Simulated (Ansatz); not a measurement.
One geometry of C₇H₅O₂, that is benzoate with one electron fewer, several levels of theory.

```yaml
crystal:
  periodic: [false, false, false]
  atoms:
    - {symbol: O, position_ang: [3.033654, -1.079334, -0.171301]}
    - {symbol: C, position_ang: [2.327610, -0.021127, -0.140862]}
    - {symbol: O, position_ang: [3.051107, 1.023971, -0.200309]}
    - {symbol: C, position_ang: [0.855528, -0.007726, -0.049644]}
    - {symbol: C, position_ang: [0.148041, -1.224516, 0.011107]}
    - {symbol: C, position_ang: [-1.249218, -1.208230, 0.092890]}
    - {symbol: C, position_ang: [-1.936541, 0.017553, 0.114919]}
    - {symbol: C, position_ang: [-1.229301, 1.230723, 0.055860]}
    - {symbol: C, position_ang: [0.168018, 1.221723, -0.026055]}
    - {symbol: H, position_ang: [0.704246, -2.172397, -0.006830]}
    - {symbol: H, position_ang: [-1.807102, -2.153785, 0.140424]}
    - {symbol: H, position_ang: [-3.034023, 0.027473, 0.178040]}
    - {symbol: H, position_ang: [-1.771653, 2.186269, 0.074490]}
    - {symbol: H, position_ang: [0.739633, 2.159413, -0.072728]}
basis:
  gaussian: {orbitals: def2-TZVPD, initial_orbitals: start.molden}
magnetization: {spin_polarized: true, initial_magnetization: 1}
hamiltonian: {xc: pbe, dispersion: d4}
scf: {omitted_lower_state_checks: [starts]}
output: {orbitals: {seedname: orbitals}}
```

The file start.molden holds the orbitals of an earlier run on this structure, at another level or in another basis.

```sh
$ ansatz run in.yaml --threads 4 --pin off --events-out ev --progress --plain --max-ram 4787MiB
```

It prints (some lines left out):

```
Functional definition: PBE
  name "PBE"
  cite "Perdew, Burke & Ernzerhof, Phys. Rev. Lett. 77, 3865 (1996) doi:10.1103/PhysRevLett.77.3865"
  parent pbe
  parameter kappa = 0.804
  parameter beta = 0.06672455060314922
  exchange = pbe_x(kappa = kappa, mu = beta*pi^2/3)
  correlation = pbe_c(beta = beta)
these checks for a lower state are left out or cut short: starts
1841 factors; their error is unknown
mean field evaluation 1: about -11423.9482 eV, gradient 8.8e0 eV
mean field evaluation 2: about -11424.1363 eV, gradient 2.0e-1 eV
mean field evaluation 4: about -11424.0687 eV, gradient 2.0e-3 eV
mean field evaluation 8: about -11424.0687 eV, gradient 1.8e-5 eV
mean field -11424.06872526 eV, -419.8267821415 hartree, gradient 1.8e-5 eV, S^2 0.753529; 0 other end points of the search recorded, 0 dependent functions left out
reference -11424.06878999 eV, -419.8267845204 hartree; 32, 31 occupied and 352, 353 virtual orbitals, 1841 factors
Total energy: -11424.46806630 eV, -419.8414576539 hartree
Checks for a lower state left out: starts
```

It took 14 s on 4 threads of Arm Neoverse V2 on a shared host, peak host memory 0.83 GiB.

First input, but with `hamiltonian: {xc: pbe0, dispersion: d4}` (abridged; 83 s):

```
Functional definition: PBE0
mean field -11424.12099408 eV, -419.8287029852 hartree, gradient 2.1e-5 eV, S^2 0.758779
Total energy: -11424.45788762 eV, -419.8410835942 hartree
Checks for a lower state left out: starts
```

Geometry: PBE-D4/def2-SVPD.
